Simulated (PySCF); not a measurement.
KCl: frontier orbitals

r²SCAN at R = 2.665 Å; basis K def2-SVP, Cl def2-SVP; no relativity; PySCF 2.14. State: ¹Σ⁺ (singlet), closed shell. Only the outer orbitals are listed, counted within each symmetry.

```tsv
orbital	occ.	ε (eV)	on K (%)	main shells (%)
7σ	2	-36.68	100	100 K s
3π	2	-19.76	100	100 K p
3π	2	-19.76	100	100 K p
8σ	2	-19.69	96	96 K p
9σ	2	-16.36	5	95 Cl s
10σ	2	-4.69	6	94 Cl p
4π	2	-4.50	6	94 Cl p
4π	2	-4.50	6	94 Cl p
11σ	0	-1.19	99	82 K s, 16 K p
5π	0	0.72	98	94 K p
5π	0	0.72	98	94 K p
```

Task: Which are the highest filled and the lowest empty level, where do they sit, and how wide is the gap?

Result: Highest filled 4π at -4.50 eV (in %: 94 Cl p); lowest empty 11σ at -1.19 eV (in %: 82 K s, 16 K p); the gap at r²SCAN is 3.31 eV.

| Item | Value |
| --- | --- |
| bond order (Mayer) | 0.70 |
| ⟨S²⟩ | 0.000 |
| charge on K (Mulliken, basis-dependent) | 0.63 |
| charge on K (Löwdin, basis-dependent) | 0.39 |
| dipole moment (positive dipole means K(−)Cl(+)) | -9.72 D |
